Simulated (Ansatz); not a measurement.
**CH5SSn−: structure from calculated spectroscopic constants**

These gas-phase data were calculated for one isomer of CH5SSn− at B3LYP-D3(BJ)/def2-SVPD (harmonic, unscaled wavenumbers; equilibrium rotational constants with average atomic masses):

```
rotational constants            : 9.213, 2.669, 2.165 GHz
all wavenumbers above 1500 cm⁻¹ : 3118, 3106, 3012, 1723, 1698
```

Candidates:

(1) `[CH3][SnH2][S-]`, a singlet
(2) `[CH3][SnH-][SH]`, a singlet

Q: Assign the data to one candidate and say why.

A: Candidate (1). No mode falls between 2500 and 2800 cm⁻¹, where the S–H stretch of (2) would stand.

The same quantities for all candidates:

```
     rotational constants (GHz)   wavenumbers above 1500 cm⁻¹  E above the lowest, B3LYP-D3(BJ)/def2-SVPD (kcal/mol)
(1)         9.213, 2.669, 2.165  3118, 3106, 3012, 1723, 1698                                                    6.7
(2)         6.532, 2.482, 1.884  3101, 3074, 2989, 2666, 1552                                                    0.0
```

Harmonic stretches to hydrogen usually lie a few per cent above observed fundamentals. Each candidate is one conformer. Atoms past krypton carry core potentials. Programs: Ansatz 0.2.0.
